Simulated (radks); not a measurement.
Results of a calculation; reference values are marked as such.
Species: the holmium ion Ho3+. Configuration: [Xe] 4f8 6s1 6p1 (not the ground configuration).

Code: a radial shooting solver on a logarithmic mesh with Libxc functionals. Model: non-relativistic Kohn-Sham, LDA (Slater exchange, Perdew-Wang correlation), spin-polarised, spherical densities, point nucleus; open shells are filled with parallel spins first (spin-orbit coupling, left out, can overturn this in heavy ions); relativity is left out, which matters for an element this heavy.

Energy parts (Ry):
part                       energy
total                 -24116.2505
kinetic                24106.7453
electron-nucleus      -57079.1993
Hartree                 9355.7136
exchange-correlation    -499.5100

Orbitals (lengths in bohr, moments of r in powers of bohr; r(max) is where P^2 peaks; r(90%) holds 90 % of the orbital's charge):
orbital  occ.  eigenvalue (Ry)  r(90%)   r(max)   <1/r>
1s up       1        -3808.500  0.0402  0.01502   66.41
1s down     1        -3808.497  0.0402  0.01502   66.41
2s up       1        -616.0600   0.147  0.08213   15.48
2s down     1        -616.0432   0.147  0.08213   15.48
2p up       3        -587.9459   0.132  0.06384   15.52
2p down     3        -587.9346   0.132  0.06384   15.52
3s up       1        -140.4805   0.361   0.2279   5.871
3s down     1        -140.2088   0.360   0.2277   5.877
3p up       3        -127.7619   0.353   0.2153   5.817
3p down     3        -127.5129   0.353   0.2152   5.824
3d up       5        -103.9676   0.325   0.1711   5.726
3d down     5        -103.7834   0.324   0.1709   5.732
4s up       1        -30.71941   0.792   0.5162   2.529
4s down     1        -30.27660   0.793   0.5162   2.525
4p up       3        -25.63494   0.817   0.5194   2.439
4p down     3        -25.19637   0.819   0.5195   2.435
4d up       5        -16.48115   0.881   0.5213   2.243
4d down     5        -16.05109   0.884   0.5216   2.236
5s up       1         -6.52689    1.82    1.167   1.035
5s down     1         -6.35699    1.84    1.177   1.022
5p up       3         -5.00702    2.01    1.252  0.9391
4f up       7         -4.98530    1.12   0.4973   1.822
5p down     3         -4.86082    2.03    1.265  0.9271
4f down     1         -4.58020    1.15   0.4996   1.799
6s up       1         -2.07510    4.03    2.690  0.4456
6s down     0         -1.93054    4.09    2.692  0.4440
6p up       1         -1.67056    4.53    3.020  0.3974
6p down     0         -1.53218    4.67    3.053  0.3891

The highest occupied level is 6p up at -22.729 eV. The configuration is held as typed, so some empty levels lie below it. The electron density at the nucleus is 2.142e+05 e/bohr^3. Virial ratio -V/T = 2.00039. Summed over all electrons, <r^2> = 50.22 bohr^2, which gives a Langevin (diamagnetic) susceptibility term of -39.8 x 10^-6 cm^3/mol.
